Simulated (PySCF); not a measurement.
PySCF input for B(F)(Br)(NH2) (BBrFH2N), SMILES NB(F)Br, C-PCM-B3LYP/def2-SVP. Geometry: PBE0-D3(BJ)/def2-SVP. Other conformers were not sampled.

```python
import numpy as np
from pyscf import gto, scf, dft
from pyscf.solvent import pcm

mol = gto.M(
    atom='''
    B    -0.06707854   -0.94521933    0.00000000
    F    -1.26569036   -1.51538378    0.00000000
    Br    0.02939699    0.98277682    0.00000000
    N     1.08948278   -1.71359792    0.00000000
    H     2.01591898   -1.31235632    0.00000000
    H     1.05541281   -2.72509618    0.00000000
    ''',
    basis='def2-SVP',
    charge=0,
    spin=0,
    max_memory=1600,
    verbose=3,
)
mf = dft.RKS(mol, xc='b3lyp').density_fit(auxbasis='def2-universal-jkfit')
mf.grids.level = 3
mf.conv_tol = 1e-9
mf.max_cycle = 100
mf.kernel()
res = {}
for name, eps in {'water': 78.355, 'benzene': 2.2706, 'dimethylsulfoxide': 46.826}.items():
    s = mf.PCM()
    s.with_solvent.method, s.with_solvent.eps, s.with_solvent.lebedev_order = 'C-PCM', eps, 29
    s.kernel(mf.make_rdm1())
    res[name] = (s.e_tot, eps, s.dip_moment(), s.mo_energy, s.converged)
    print(f'{name}: electrostatic solvation free energy {(s.e_tot - mf.e_tot) * 627.509474:.3f} kcal/mol')
```

Program output:

```
converged SCF energy = -2754.53477435778

WARN: PCM is an experimental feature. It is still in testing.
Features and APIs may be changed in the future.

converged SCF energy = -2754.54212650259
Dipole moment(X, Y, Z, Debye):  2.83686, -2.37290,  0.00000
water: electrostatic solvation free energy -4.614 kcal/mol

WARN: PCM is an experimental feature. It is still in testing.
Features and APIs may be changed in the future.

converged SCF energy = -2754.53868007548
Dipole moment(X, Y, Z, Debye):  2.58328, -2.13837, -0.00000
benzene: electrostatic solvation free energy -2.451 kcal/mol

WARN: PCM is an experimental feature. It is still in testing.
Features and APIs may be changed in the future.

converged SCF energy = -2754.54205247562
Dipole moment(X, Y, Z, Debye):  2.83126, -2.36770, -0.00000
dimethylsulfoxide: electrostatic solvation free energy -4.567 kcal/mol
```

The calculation finished and met its thresholds.

Cost: about 27 core-seconds (a rough figure).
